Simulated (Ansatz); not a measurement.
```yaml
crystal:
  periodic: [false, false, false]
  atoms:
    - {symbol: C, position_ang: [-0.102496, 0.786991, 1.685308]}
    - {symbol: C, position_ang: [0.009703, 0.495628, 0.391587]}
    - {symbol: C, position_ang: [1.121221, -0.325867, -0.184912]}
    - {symbol: C, position_ang: [0.670226, -1.722779, -0.599171]}
    - {symbol: C, position_ang: [-0.994825, 0.992723, -0.582543]}
    - {symbol: O, position_ang: [-0.898195, 0.857477, -1.776069]}
    - {symbol: O, position_ang: [-2.039756, 1.626804, -0.021796]}
    - {symbol: H, position_ang: [-0.927890, 1.374372, 2.065459]}
    - {symbol: H, position_ang: [0.640632, 0.442603, 2.396310]}
    - {symbol: H, position_ang: [1.526678, 0.192252, -1.058329]}
    - {symbol: H, position_ang: [1.921454, -0.396402, 0.556040]}
    - {symbol: H, position_ang: [-0.109182, -1.669387, -1.360674]}
    - {symbol: H, position_ang: [1.507007, -2.288816, -1.013963]}
    - {symbol: H, position_ang: [0.277955, -2.276129, 0.257442]}
    - {symbol: H, position_ang: [-2.602530, 1.910529, -0.754698]}
basis:
  gaussian: {orbitals: x2c-TZVPPall}
magnetization: {spin_polarized: true, initial_magnetization: 1}
hamiltonian: {xc: {name: revPBE0}, dispersion: d3bj}
```

```sh
$ ansatz run in.yaml --threads 2 --pin off --events-out ev --progress --plain --max-ram 22528MiB --backend cuda --devices 0, --max-vram 18GiB
```

Shortened log:

```
Error: a molecule whose nuclei and cores have a total charge of 54 cannot have a net charge of 0 together with 1 unpaired electrons
```

(1) What is wrong with this run?

Results:

(1) The number of unpaired electrons doesn't fit the electron count. The program refused the input.
